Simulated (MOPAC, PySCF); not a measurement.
[Nb(Cl)2(NH2)3], neutral singlet in the gas phase. 

Cartesian coordinates (Å):
```xyz
12

Nb     0.0437    -0.0820    -0.0841
Cl     1.3289    -1.8148    -0.9916
Cl     1.8156     1.3464     0.6359
N     -0.4586    -0.2377     1.8123
H     -1.2711    -0.7393     2.1612
H      0.0038     0.2890     2.5509
N     -1.5945    -1.0315    -0.6789
H     -1.5962    -1.9978    -1.0069
H     -2.5449    -0.6610    -0.7071
N     -0.6803     1.4880    -1.0444
H     -1.3945     1.4620    -1.7680
H     -0.3856     2.4432    -0.8495
```
Charge 0, multiplicity 1.

All levels are single points at this geometry (r2SCAN-D4/def2-SVP); Pople sets use spherical d functions. Orbital energies aren't observables, and empty levels follow the basis.

```tsv
level	HOMO (eV)	LUMO (eV)	gap (eV)	dipole (D)	vertical IE, Delta-SCF (eV)
B3LYP-D3(BJ)/def2-TZVP in PySCF	-7.30	-3.13	4.17	4.85	–
PBE-D3(BJ)/def2-TZVP in PySCF	-6.17	-3.68	2.49	4.76	–
TPSSh-D3(BJ)/def2-TZVP in PySCF	-6.79	-3.35	3.44	4.86	–
B3LYP/6-311+G** (LANL2DZ on Nb) in PySCF	-7.39	-3.57	3.82	5.21	–
B3LYP/6-31G* (LANL2DZ on Nb) in PySCF	-7.10	-3.30	3.80	5.87	9.05
B3LYP/LANL2DZ in PySCF	-7.26	-3.41	3.85	6.16	–
BP86/6-31G* (LANL2DZ on Nb) in PySCF	-6.07	-3.88	2.19	5.76	–
M06-2X/6-31G* (LANL2DZ on Nb) in PySCF	-8.77	-2.34	6.43	6.15	–
PBE/6-31G* (LANL2DZ on Nb) in PySCF	-5.97	-3.78	2.19	5.75	–
SVWN5/6-31G* (LANL2DZ on Nb) in PySCF	-6.09	-3.89	2.19	5.78	–
HF/6-31G* (LANL2DZ on Nb) in PySCF	-10.84	0.04	10.88	6.25	–
PM6 in MOPAC	-8.94	-0.43	8.51	6.37	–
PM7 in MOPAC	-9.49	-0.05	9.44	7.89	–
```
